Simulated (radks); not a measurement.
Question: V II, configuration [Ar] 3d4. All-electron calculation, Dirac Kohn-Sham, PBE, spin-unpolarised, spherical densities, finite nucleus; open shells fill j = l - 1/2 first; Fermi nuclear charge, rms radius 3.6002 fm. Program: a radial shooting solver on a logarithmic mesh with Libxc functionals. Some entries of the table are withheld. Estimate them.

orbital  occ.  eigenvalue (hartree)  <r> (bohr)  <r^2> (bohr^2)
1s1/2       2             -197.2239     0.06644        0.005936
2s1/2       2             -22.22195      0.3080          0.1122
2p1/2       2             -18.74350         (1)         0.09136
2p3/2       4             -18.48240         (2)         0.09309
3s1/2       2              -2.68738      0.9556           1.055
3p1/2       2              -1.75203       1.024           1.239
3p3/2       4              -1.72224       1.033           1.261
3d3/2       4              -0.33050         (3)           3.275
3d5/2       0              -0.32837         (4)           3.306

Answer: 
(1) 2p1/2 <r> (bohr): 0.2721
(2) 2p3/2 <r> (bohr): 0.2749
(3) 3d3/2 <r> (bohr): 1.551
(4) 3d5/2 <r> (bohr): 1.558
